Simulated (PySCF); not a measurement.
**`InChI=1S/C7H14BP/c1-5-6-9(4,8)7(2)3/h2H2,1,3-4,8H3/t9-/m0/s1`**

Geometry:
| atom | x (Å) | y (Å) | z (Å) |
| --- | --- | --- | --- |
| B1 | -1.140 | -2.092 | -0.853 |
| P2 | -0.432 | -0.675 | 0.241 |
| C3 | -0.297 | -1.091 | 2.023 |
| C4 | 1.211 | -0.162 | -0.122 |
| C5 | 2.328 | 0.108 | -0.485 |
| C6 | 3.671 | 0.466 | -0.877 |
| C7 | -1.314 | 0.922 | 0.181 |
| C8 | -2.075 | 1.362 | 1.172 |
| C9 | -1.184 | 1.617 | -1.137 |
| H10 | -2.261 | -2.222 | -0.464 |
| H11 | -1.066 | -1.719 | -1.981 |
| H12 | -0.438 | -3.027 | -0.613 |
| H13 | 0.411 | -1.915 | 2.111 |
| H14 | -1.268 | -1.429 | 2.381 |
| H15 | 0.051 | -0.244 | 2.610 |
| H16 | 3.658 | 1.400 | -1.439 |
| H17 | 4.299 | 0.593 | 0.005 |
| H18 | 4.094 | -0.318 | -1.504 |
| H19 | -2.635 | 2.280 | 1.084 |
| H20 | -2.179 | 0.835 | 2.104 |
| H21 | -1.739 | 2.553 | -1.147 |
| H22 | -0.135 | 1.818 | -1.354 |
| H23 | -1.564 | 0.968 | -1.926 |

Computed, not measured: GIAO KT1/pcSseg-0 magnetisability, rotational g tensor and spin-rotation constants, non-relativistic, gas phase (PySCF 2.14.0). Geometry: GFN2-xTB.

Give the nuclear spin-rotation constants along the inertial axes (H = +C I·J) beside the isotropic shieldings.

Rotational constants 1.6545, 0.8990, 0.7828 GHz. A star marks the isotopologue with that one atom substituted, in its own axes.
```csv
atom,isotope,Caa (kHz),Cbb (kHz),Ccc (kHz),mean (kHz),σ (ppm)
B1,11B,0.178,0.103,0.088,0.123,147.3
P2,31P,2.279,1.244,1.074,1.532,401.4
H10,1H,0.012,-0.093,-0.080,-0.053,31.6
H11,1H,-0.160,-0.061,-0.017,-0.079,31.0
H12,1H,-0.127,-0.010,-0.079,-0.072,31.2
H13,1H,-0.129,-0.026,-0.100,-0.085,31.6
H14,1H,-0.009,-0.095,-0.099,-0.068,31.8
H15,1H,-0.205,-0.076,-0.018,-0.100,31.5
H16,1H,-0.205,0.011,-0.090,-0.095,31.1
H17,1H,-0.177,-0.104,-0.004,-0.095,31.1
H18,1H,-0.137,-0.074,-0.046,-0.086,31.0
H19,1H,-0.115,0.030,-0.092,-0.059,27.4
H20,1H,-0.163,-0.012,-0.041,-0.072,27.9
H21,1H,-0.149,-0.006,-0.097,-0.084,31.2
H22,1H,0.033,-0.100,-0.094,-0.054,30.7
H23,1H,-0.193,-0.098,0.013,-0.093,30.6
C3,13C*,0.219,0.122,0.089,0.143,177.2
C4,13C*,0.074,0.264,0.238,0.192,121.1
C5,13C*,0.141,0.301,0.281,0.241,90.2
C6,13C*,0.164,0.102,0.089,0.118,188.6
C7,13C*,0.428,0.400,0.190,0.339,54.1
C8,13C*,0.372,0.356,0.180,0.302,74.4
C9,13C*,0.249,0.119,0.111,0.160,168.0
```
For the geometry as given, no vibrational averaging.
